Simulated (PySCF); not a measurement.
In(H)(OMe)2 (C2H7InO2), SMILES C[O][InH][O]C. Atoms are numbered in the order given.

```xyz
12

In    -0.4570     0.0639     0.3958
H     -1.4640    -0.0578     1.7580
O      1.3015    -0.8477     0.0922
C      1.9414    -1.6969     1.0038
H      1.3569    -1.9105     1.9239
H      2.1638    -2.6743     0.5322
H      2.9092    -1.2675     1.3312
O     -0.7982     1.1459    -1.2391
C      0.1120     1.1686    -2.3153
H      1.0109     0.5453    -2.1509
H     -0.3815     0.8109    -3.2397
H      0.4508     2.2054    -2.5054
```
Charge 0, spin multiplicity 1.

Geometry optimised at r2SCAN-D4/def2-SVP. The structure was generated by enumeration; whether it is a known compound was not checked. The def2 effective core potentials stand for the cores of In; spin–orbit coupling is left out. Other conformers were not sampled.

These are TDDFT-PBE/def2-SVPD run with PySCF values and carry that method's errors.

Vertical excitations. The molecule is in vacuum.

Computed lowest excited states:
```csv
state,energy (eV),λ (nm),f,main pairs
S1,3.89,319,0.000,HOMO→LUMO 100 %
S2,4.12,301,0.005,"HOMO→LUMO+1 57 %, HOMO−1→LUMO 42 %"
S3,4.29,289,0.000,HOMO−1→LUMO+1 93 %
S4,4.34,286,0.020,HOMO−2→LUMO 92 %
S5,4.58,271,0.009,"HOMO−2→LUMO+1 66 %, HOMO−3→LUMO 21 %"
S6,4.69,264,0.122,"HOMO−1→LUMO 48 %, HOMO→LUMO+1 35 %, HOMO−2→LUMO+1 12 %"
S7,4.89,254,0.000,HOMO−3→LUMO+1 99 %
S8,5.22,238,0.114,"HOMO−3→LUMO 70 %, HOMO−2→LUMO+1 18 %"
S9,5.39,230,0.001,HOMO→LUMO+2 99 %
S10,5.75,216,0.009,HOMO−1→LUMO+2 92 %
T1,3.65,340,0,HOMO→LUMO 98 %
T2,3.76,330,0,HOMO→LUMO+1 91 %
T3,3.91,317,0,HOMO−1→LUMO 91 %
T4,3.99,310,0,HOMO−2→LUMO 98 %
```
Triplets are in the Tamm–Dancoff approximation, which puts them higher than full response would, so one can lie above its singlet here.
